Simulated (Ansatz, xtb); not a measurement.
# Worked example: C3H7Cl + C3H9AlO → C3H8O + C3H8AlCl

Species: C3H7Cl (1-chloropropane) `CCCCl`, singlet; C3H9AlO `C[CH](C)[AlH][OH]`, singlet; C3H8O (1-propanol) `CCCO`, singlet; C3H8AlCl `C[CH](C)[AlH][Cl]`, singlet. The partners trade Cl for OH: C–Cl and Al–OH bonds give way to C–OH and Al–Cl.

Shapes, held fixed at every level: PBE0-D4/def2-TZVP. Flexible molecules stand in one conformer, not always the lowest. Programs: Ansatz 0.2.0, xtb 6.7.1. Electronic energies: no zero-point or thermal term.

At CCSD(T)/CBS estimate; 1 Eh = 2625.50 kJ/mol:

```
 species  energy (Eh)
  C3H7Cl  -578.157850
 C3H9AlO  -436.821316
   C3H8O  -194.143418
C3H8AlCl  -820.836015
```

Q: Work out ΔE of the reaction at this level.

A: 
1. Products less reactants: (-194.143418) + (-820.836015) − [(-578.157850) + (-436.821316)] = -0.000267 Eh = -0.7 kJ/mol.

Other levels give -34.4 (HF/def2-SVP) to -1.1 kJ/mol (B3LYP-D4/def2-TZVPP). No measured value is set beside it here. The CBS estimate extrapolates MP2 from def2-TZVPP and def2-QZVPP and adds CCSD(T) − MP2 in the triple-zeta set, cores frozen.
